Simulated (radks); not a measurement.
Results of a calculation; reference values are marked as such.
Effect of the nuclear size on the aluminium ion Al+, [Ne] 3s2. Code: a radial shooting solver on a logarithmic mesh with Libxc functionals. Model: Dirac Kohn-Sham, PBE, spin-unpolarised, spherical densities, finite nucleus; Fermi nuclear charge, rms radius 3.061 fm. The rms radius is varied about that value; shifts are against it.

| rms radius (fm) | total energy shift (eV) | density at nucleus (e/bohr^3) | 1s1/2 shift (meV) |
|---|---|---|---|
| 2.7427 | -0.000734 | 1506 | -0.304 |
| 2.8253 | -0.000551 | 1505 | -0.228 |
| 3.061 | 0 | 1504 | 0.000 |
| 3.3396 | 0.000707 | 1502 | 0.293 |
| 3.6977 | 0.00171 | 1501 | 0.707 |

Slopes of the eigenvalues against <r^2> in GHz/fm^2, as finite differences over the two radii next to the reference (eigenvalue slopes, not the field-shift constants of lines): 1s1/2 39.8.
